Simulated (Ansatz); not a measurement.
Start from `O=C=[N][AlH2]` and change one atom or group to get `O=C=N[SiH2]F`.

Ansatz, PBE0-D4/def2-TZVP geometries, multiplicity 1. Each molecule was computed in one conformer, which needn't be the lowest.

```json
{"property": "HOMO–LUMO gap (ωB97M-V/def2-TZVPP) / eV", "`O=C=[N][AlH2]`": "10.45"}
{"property": "size of the dipole moment (B3LYP/def2-TZVPP) / D", "`O=C=[N][AlH2]`": "2.06"}
{"property": "HOMO–LUMO gap (PBE0/def2-TZVPP) / eV", "`O=C=[N][AlH2]`": "6.62"}
{"property": "LUMO energy (ωB97M-V/def2-TZVPP) / eV", "`O=C=[N][AlH2]`": "-0.09"}
{"property": "size of the dipole moment (PBE/def2-TZVPP) / D", "`O=C=[N][AlH2]`": "1.89"}
{"property": "HOMO energy (B3LYP/def2-TZVPP) / eV", "`O=C=[N][AlH2]`": "-8.14"}
```

(1) Give the same properties after the change, and the shifts. (Estimate.)

Answers

(1) Ansatz gave: 
```
                                        property  `O=C=N[SiH2]F`  shift
         HOMO–LUMO gap (ωB97M-V/def2-TZVPP) / eV           12.72   2.27
size of the dipole moment (B3LYP/def2-TZVPP) / D            1.77  -0.29
            HOMO–LUMO gap (PBE0/def2-TZVPP) / eV            8.63   2.01
           LUMO energy (ωB97M-V/def2-TZVPP) / eV            1.56   1.65
  size of the dipole moment (PBE/def2-TZVPP) / D            1.62  -0.27
             HOMO energy (B3LYP/def2-TZVPP) / eV           -8.72  -0.58
```

With PBE0 the HOMO falls by 0.60 eV and the LUMO rises by 1.41 eV, so the gap widens by about 2.01 eV. PBE moves the HOMO by -0.54 eV and ωB97M-V by -0.62 eV. Dipoles are sizes alone; their direction can turn.

B3LYP here is the variant with VWN-RPA as its local correlation; programs differ in this.
